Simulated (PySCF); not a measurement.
[Ti(OH)3(Br)] (charge 0, multiplicity 1)

Calculation: TPSSh-D3(BJ)/def2-TZVP // BP86-D3(BJ)/def2-SVP (PySCF).

| Property | Value |
|---|---|
| HOMO | -7.33 eV |
| dipole moment | 3.60 D |
| HOMO–LUMO gap | 4.83 eV |
| LUMO | -2.51 eV |
| charge on the central atom (Mulliken) | 1.40 e |
| charge on the central atom (meta-Löwdin) | 1.37 e |
| total energy | -3651.3843 Ha |
| cost | around 8 core-minutes (rough) |

```xyz
8

Ti     0.0986     0.5147     0.2288
O     -0.1874    -0.7296    -1.0216
H      0.1488    -0.7768    -1.9354
O      0.7571     1.9951    -0.5251
H      0.5198     2.9265    -0.3619
O     -1.4379     0.8927     1.0585
H     -2.2714     0.3871     1.0694
Br     1.6773    -0.3183     1.8314
```
Charge 0, spin multiplicity 1.
